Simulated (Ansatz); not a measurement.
Basis-set extrapolation for CH4S2Si (`SC1[SiH2]S1`) (PBE0-D4/def2-TZVP geometry, frozen core, Ansatz 0.2.0). Multiplicity 1, RHF reference.

```tsv
	def2-TZVPP	def2-QZVPP
HF	-1124.227248	-1124.260523
MP2 correlation	-0.638813	-0.690340
CCSD(T) correlation	-0.721297	not run
```

Energies in hartree. Use E(X) = E(∞) + A·exp(−7.88·√X) for Hartree–Fock and E(X) = E(∞) + B·X^(−2.97) for correlation, with X = 3 and 4, and add CCSD(T) minus MP2 of the smaller set to the MP2 limit.

Question: What is the CCSD(T) energy at the basis-set limit?

Answer: HF limit: -1124.260523 + (-0.033275) × 0.13774 = -1124.26511. MP2 limit: -0.690340 + (-0.051527) × 0.74074 = -0.72851. Higher-order term: -0.721297 − (-0.638813) = -0.08248. Total: -1125.07610 hartree, 3.47 eV below CCSD(T)/def2-TZVPP.
